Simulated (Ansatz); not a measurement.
One change: `[CH3][GaH][CH2]F` becomes `CBCF`.

Ansatz, PBE0-D4/def2-TZVP geometries, multiplicity 1. Each molecule was computed in one conformer, which needn't be the lowest.

Scalar relativity is left out up to krypton.

```tsv
property	`[CH3][GaH][CH2]F`
HOMO–LUMO gap (B3LYP/def2-TZVPP) / eV	5.78
HOMO energy (ωB97M-V/def2-TZVPP) / eV	-9.76
HOMO–LUMO gap (ωB97M-V/def2-TZVPP) / eV	10.19
LUMO energy (PBE/def2-TZVPP) / eV	-2.02
LUMO energy (B3LYP/def2-TZVPP) / eV	-1.52
HOMO–LUMO gap (PBE0/def2-TZVPP) / eV	6.29
```

**Question.** Give the same properties after the change, and the shifts. (Estimate.)

**Answer.** Computed: 
```json
{"property": "HOMO–LUMO gap (B3LYP/def2-TZVPP) / eV", "`CBCF`": "7.14", "shift": "1.36"}
{"property": "HOMO energy (ωB97M-V/def2-TZVPP) / eV", "`CBCF`": "-11.02", "shift": "-1.26"}
{"property": "HOMO–LUMO gap (ωB97M-V/def2-TZVPP) / eV", "`CBCF`": "11.92", "shift": "1.73"}
{"property": "LUMO energy (PBE/def2-TZVPP) / eV", "`CBCF`": "-2.08", "shift": "-0.06"}
{"property": "LUMO energy (B3LYP/def2-TZVPP) / eV", "`CBCF`": "-1.30", "shift": "0.22"}
{"property": "HOMO–LUMO gap (PBE0/def2-TZVPP) / eV", "`CBCF`": "7.58", "shift": "1.29"}
```

With PBE0 the HOMO falls by 1.13 eV and the LUMO rises by 0.16 eV, so the gap widens by about 1.29 eV. PBE moves the HOMO by -0.89 eV and ωB97M-V by -1.26 eV.

B3LYP here is the variant with VWN-RPA as its local correlation; programs differ in this.
